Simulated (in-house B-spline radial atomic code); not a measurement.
Settings and results of a run for Cs (an excited or competing configuration). Method: Dirac-Hartree-Fock, average of configuration, Fermi nucleus of rms radius 4.8041 fm. Calculated with an all-electron radial atomic-structure program (B-spline basis).

Command:
```bash
python run_scf.py task.json out
```
Settings (nuclear radius in fm, mass in u):
```
Z                55
configuration    [Kr] 4d9 5s2 5p6 5f1 6s1
hamiltonian      dirac
method           hf
spin_polarised   False
nucleus          fermi
rms_radius       4.8041
atomic_mass      132.90545
speed_of_light   137.035999084
```

Output (hartree, bohr):
```
 radial grid: 92 intervals, B-splines of order 8, outer radius 144.5 bohr

 iter        energy (Eh)    residual
    1       -7777.826126    6.06e-01
    2       -7782.127728    2.23e-01
    3       -7783.654532    5.03e-02
    4       -7783.741161    1.67e-02
    5       -7783.749974    6.75e-03
    6       -7783.751388    6.59e-04
    7       -7783.751413    2.15e-04
    8       -7783.751415    1.93e-05
    9       -7783.751415    2.24e-06
   10       -7783.751415    2.14e-07

 total energy                     -7783.75141
 kinetic                            8289.2262
 electron-nucleus                 -18896.7568
 electron-electron                  2823.7793

 first-order corrections (not in the total)
   Gaunt                             6.8670
   retardation                      -0.7113
   frequency dependence             -0.0714
   self-energy                       4.6896
   Uehling                          -0.6603
   Wichmann-Kroll                    0.0161
   recoil                            0.0215

 orbital      occ     eigenvalue          <r>       <r^2>       <1/r>       <r^4>       r_max    small
 1s1/2      2.000     -1330.6831    0.0261036 0.000924785      59.397 2.24782e-06     0.01678  4.12e-02
 2s1/2      2.000      -213.1496      0.11155    0.014741       13.94 0.000376212     0.09491  8.89e-03
 2p1/2      2.000      -200.0122    0.0941265   0.0109101     13.8827 0.000240832     0.07278  8.88e-03
 2p3/2      4.000      -187.0199    0.0999722   0.0121784     12.7238 0.000292933     0.07772  8.40e-03
 3s1/2      2.000       -46.5297     0.297201    0.101063     5.01614   0.0155194      0.2719  2.69e-03
 3p1/2      2.000       -41.0083     0.287673   0.0961474     4.91701   0.0147157      0.2589  2.62e-03
 3p3/2      4.000       -38.4526     0.299114    0.103752     4.63352   0.0170631      0.2696  2.50e-03
 3d3/2      4.000       -28.8663     0.270736   0.0866102     4.47488   0.0136292      0.2186  2.36e-03
 3d5/2      6.000       -28.3316     0.274375   0.0888128     4.40198   0.0142746      0.2217  2.32e-03
 4s1/2      2.000        -9.9699     0.690669    0.537357     2.03221    0.419238      0.6405  7.82e-04
 4p1/2      2.000        -7.8793     0.716187    0.582301     1.92611    0.506839      0.6547  7.20e-04
 4p3/2      4.000        -7.3460     0.741089    0.623339     1.84022    0.580837      0.6773  6.84e-04
 4d3/2      3.600        -3.9203     0.816743    0.773184       1.616    0.978852      0.7117  5.50e-04
 4d5/2      5.400        -3.8294     0.826299    0.791176     1.59343      1.0247      0.7198  5.39e-04
 5s1/2      2.000        -1.7188      1.68979     3.20303     0.77325     15.1061       1.514  1.57e-04
 5p1/2      2.000        -1.0907      1.89833     4.07197    0.683258     25.2787       1.664  1.26e-04
 5p3/2      4.000        -1.0121      1.97319     4.40013    0.653312     29.5768       1.726  1.17e-04
 5f5/2      0.429        -0.0202      31.0277     1095.65   0.0411962 1.68312e+06       32.42  5.77e-07
 5f7/2      0.571        -0.0202       31.025     1095.49   0.0412035 1.68268e+06       32.42  5.77e-07
 6s1/2      1.000        -0.3001      4.59989     23.5896    0.268866     808.079       4.094  2.11e-05
```

Run time, properties included: 6.4 s on 1 thread of Arm Neoverse V1 (shared host).

For the Dirac Hamiltonian the kinetic term is c α·p + (β - 1)c².
